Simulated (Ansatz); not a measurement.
A nudged elastic band was laid between two geometries of a periodic cell of 19 atoms, Al18W (surface Al(111), adsorbate W).

All numbers below come from DFT PBE-D3(BJ), scalar-relativistic, plane waves, PAW (Ansatz 0.2.0). Settings: PAW set soft_1, cutoff 420 eV, k mesh 4x3x1, gaussian smearing 0.1 eV, no spin polarisation.

```
movable images  : 7
climbing image  : yes
spring          : 2.0 eV/Å²
optimiser       : quadratic models (default)
start path      : IDPP
force threshold : 0.03 eV/Å
iteration limit : 24
end points      : relaxed
atoms held      : 1 to 6
```

Initial state:

```xyz
19
Lattice="5.7276 0.0000 0.0000 4.2957 7.4403 0.0000 0.0000 0.0000 17.6765" Properties=species:S:1:pos:R:3
Al 1.432 0.827 1.000
Al 4.296 0.827 1.000
Al 2.864 3.307 1.000
Al 5.728 3.307 1.000
Al 4.296 5.787 1.000
Al 7.159 5.787 1.000
Al -0.033 1.679 3.247
Al 2.814 1.650 3.310
Al 1.453 4.120 3.321
Al 4.291 4.159 3.345
Al 2.797 6.588 3.355
Al 5.668 6.616 3.378
Al -0.241 0.284 5.484
Al 2.801 -0.006 5.703
Al 1.445 2.400 5.662
Al 4.201 2.599 5.563
Al 3.350 5.186 6.024
Al 6.093 4.792 5.682
W 5.284 6.539 7.226
```

Final state:

```xyz
19
Lattice="5.7276 0.0000 0.0000 4.2957 7.4403 0.0000 0.0000 0.0000 17.6765" Properties=species:S:1:pos:R:3
Al 1.432 0.827 1.000
Al 4.296 0.827 1.000
Al 2.864 3.307 1.000
Al 5.728 3.307 1.000
Al 4.296 5.787 1.000
Al 7.159 5.787 1.000
Al -0.061 1.630 3.359
Al 2.811 1.658 3.373
Al 1.402 4.159 3.248
Al 4.250 4.131 3.310
Al 2.889 6.602 3.321
Al 5.726 6.641 3.349
Al 0.479 0.227 6.035
Al 3.224 -0.165 5.676
Al 1.203 2.761 5.487
Al 4.237 2.472 5.709
Al 2.888 4.887 5.654
Al 5.642 5.076 5.566
W 6.719 9.012 7.232
```

What changes between the two ends?

Contacts lost: Al11–Al13, Al13–Al17, Al14–Al15, Al17–W19, Al18–W19. Contacts made: Al13–Al18, Al15–Al17, Al15–W19, Al16–W19. The atom that moves furthest is W19, by 2.86 Å; four of its nearest neighbours are Al13 2.44, Al18 2.47, Al14 2.53, Al17 2.65 Å at the first end and Al15 2.44, Al14 2.47, Al16 2.53, Al13 2.65 Å at the last.

What energy profile does the band end with?

The forces met the threshold. The highest image is number 4 of 0 to 8, 0.35 eV above the ends, which have the same energy within 2 meV. Beside the main top the profile has a ripple of under 15 meV (maxima at images 2, 4), which may be a very shallow well or noise. The order of the stationary point at the top wasn't checked. Limits of this set-up: coarse k mesh, thin slab, slab without dipole correction.

| image | path coordinate (Å) | energy (eV) | Al11–Al13 (Å) | Al13–Al17 (Å) | Al14–Al15 (Å) |
| --- | --- | --- | --- | --- | --- |
| 0 | 0.00 | 0.00 | 2.72 | 2.69 | 2.76 |
| 1 | 0.67 | 0.03 | 2.61 | 2.67 | 2.73 |
| 2 | 1.35 | 0.23 | 2.63 | 2.80 | 2.74 |
| 3 | 2.02 | 0.23 | 2.76 | 2.88 | 2.82 |
| 4 | 2.69 | 0.35 | 2.84 | 2.88 | 3.19 |
| 5 | 3.39 | 0.20 | 2.83 | 2.93 | 3.60 |
| 6 | 4.09 | 0.16 | 2.97 | 2.98 | 3.55 |
| 7 | 4.78 | 0.04 | 3.22 | 3.14 | 3.49 |
| 8 | 5.48 | 0.00 | 3.47 | 3.38 | 3.56 |

What is the geometry of the highest image?


```xyz
19
Lattice="5.7276 0.0000 0.0000 4.2957 7.4403 0.0000 0.0000 0.0000 17.6765" Properties=species:S:1:pos:R:3:forces:R:3
Al 1.432 0.827 1.000 0.03 0.01 -0.06
Al 4.296 0.827 1.000 -0.04 0.08 0.00
Al 2.864 3.307 1.000 0.02 0.06 0.10
Al 5.728 3.307 1.000 -0.04 0.07 0.16
Al 4.296 5.787 1.000 0.11 -0.17 -0.16
Al 7.159 5.787 1.000 -0.08 -0.05 -0.05
Al -0.045 1.661 3.393 0.00 0.00 0.01
Al 2.822 1.703 3.260 0.00 0.00 0.01
Al 1.377 4.113 3.510 0.00 0.00 0.00
Al 4.297 4.118 3.468 0.00 -0.01 0.01
Al 2.939 6.543 3.251 0.00 0.00 0.00
Al 5.711 6.584 3.257 0.00 0.00 0.00
Al -0.093 -0.001 5.635 -0.01 0.01 0.00
Al 2.977 -0.071 5.264 0.00 0.01 -0.01
Al 1.140 2.449 5.948 0.00 0.00 -0.01
Al 3.983 2.373 5.863 0.01 0.00 0.00
Al 2.863 4.894 5.740 0.00 0.00 0.00
Al 5.755 5.227 6.106 0.00 -0.02 0.00
W 6.032 7.701 7.291 0.00 0.02 0.00
```

Time of the run: 17 min on 2 threads of Arm Neoverse V1, on a shared host, peak memory 2 GiB.
